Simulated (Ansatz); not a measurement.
Input file for ClGaH2O2 (`[OH][Ga]([OH])[Cl]`):

```yaml
crystal:
  periodic: [false, false, false]
  atoms:
    - {symbol: O, position_ang: [-0.318858, 1.428419, -0.310456]}
    - {symbol: Ga, position_ang: [-0.083481, -0.317049, -0.112659]}
    - {symbol: O, position_ang: [1.065979, -0.913833, 1.087535]}
    - {symbol: Cl, position_ang: [-1.158547, -1.714541, -1.292525]}
    - {symbol: H, position_ang: [-0.962306, 1.656213, -0.985651]}
    - {symbol: H, position_ang: [1.499314, -0.203208, 1.567657]}
basis:
  gaussian: {orbitals: def2-SVP}
correlation: {method: ccsd_t}
```

```sh
$ ansatz run in.yaml --threads 2 --pin off --events-out ev --progress --plain
```

Log, shortened:

```
Functional definition: HF
839 factors; integrals over basis functions are off by at most 6.7e-4 eV
mean field evaluation 1: about -68928.9935 eV, gradient 4.7e1 eV
mean field evaluation 2: about -68928.9968 eV, gradient 4.7e1 eV
mean field evaluation 4: about -68933.1275 eV, gradient 2.6e0 eV
mean field evaluation 8: about -68933.1474 eV, gradient 1.7e-4 eV
mean field -68933.14735365 eV, -2533.2464406811 hartree, gradient 1.4e-6 eV, S^2 0.000000; 0 other end points of the search recorded, 0 dependent functions left out
16 core orbitals not correlated: weight in the atoms' cores, before any rotation towards them, 1.000 or more for the frozen orbitals, at most 0.000 for the correlated occupied ones
reference -68933.14735365 eV, -2533.2464406811 hartree; 17, 17 occupied and 55, 55 virtual orbitals, 839 factors
second order -19.56908268 eV of doubles, -0.00000000 eV of singles
cycle   1  -19.17390544 eV  change    4.0e-1 eV  update   1.1e-1
cycle   2  -19.67834142 eV  change   -5.0e-1 eV  update   3.3e-2
cycle   3  -19.79403355 eV  change   -1.2e-1 eV  update   1.8e-2
cycle   4  -19.78270780 eV  change    1.1e-2 eV  update   4.1e-3
cycle   5  -19.77986981 eV  change    2.8e-3 eV  update   1.9e-3
cycle   6  -19.78005165 eV  change   -1.8e-4 eV  update   5.6e-4
cycle   7  -19.77989691 eV  change    1.5e-4 eV  update   1.9e-4
cycle   8  -19.77986094 eV  change    3.6e-5 eV  update   5.2e-5
cycle   9  -19.77987273 eV  change   -1.2e-5 eV  update   1.8e-5
perturbative correction -0.49173831 eV, -0.0180710495 hartree
Total energy: -68953.41896469 eV, -2533.9914086461 hartree
```

Hardware: 2 threads of a server CPU on a shared host. Wall time 2.8 s, peak host memory 0.29 GiB.

The correlation energy is -20.272 eV, 2.4 % of it from (T); the T1 diagnostic reads 0.0137.
